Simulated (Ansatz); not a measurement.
Reaction (formal hydrolysis of the Sn–Cl bond): `[CH3][Sn]([OH])([F])[Cl]` + H₂O → `[CH3][Sn]([OH])([OH])[F]` + HCl

Isolated molecules relaxed with PBE0-D4/def2-TZVP in Ansatz; ΔE leaves out vibrations. CBS: MP2 limit from def2 TZ/QZ plus the TZ coupled-cluster correction, frozen cores. This one scheme is used for every species. DFT in def2-TZVPP. Elements past krypton have def2 core potentials. For Sn outer-core shells are correlated without core-valence functions, which leaves a few kJ/mol of doubt a bond. Each species was taken in one conformer, which may not be the lowest.

| level | ΔE (kJ/mol) |
| --- | --- |
| r2SCANh-D4 | 67.7 |
| CAM-B3LYP-D4 | 62.1 |

(1) What does CCSD(T)/CBS give? (Estimate.)

Largest T1 diagnostic among the species: 0.014.

Answers

(1) The calculation gave: +65.5 kJ/mol. The listed levels differ from it by 2.2, -3.4 kJ/mol.

At CCSD(T), def2-SVP lies −3.3 kJ/mol from the extrapolated value and def2-TZVPP −5.2 kJ/mol. Leaving LDA and LC-ωPBE aside and taking each functional with its dispersion term where it has one, the values, not all of them listed here, spread over 8.7 kJ/mol, from BLYP-D4 to BHLYP-D4. From BLYP to BHLYP (50 % exact exchange), in def2-TZVPP and without D4, ΔE moves by +7.9 kJ/mol.
